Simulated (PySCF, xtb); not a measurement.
GeFCl2Br, SMILES [Ge]([Br])([Cl])([F])[Cl].

GFN2-xTB run with xtb at its own geometry gives an orbital gap of 4.53 eV and a dipole moment of 4.15 D.

Geometry optimised at PBE-D3(BJ)/def2-SVP.

Question: What does PBE/def2-TZVP run with PySCF give? (Estimate from the structure and the level; the computed values follow.)

Answer: gap 4.40 eV (levels -7.99 and -3.59 eV), dipole 1.05 D.
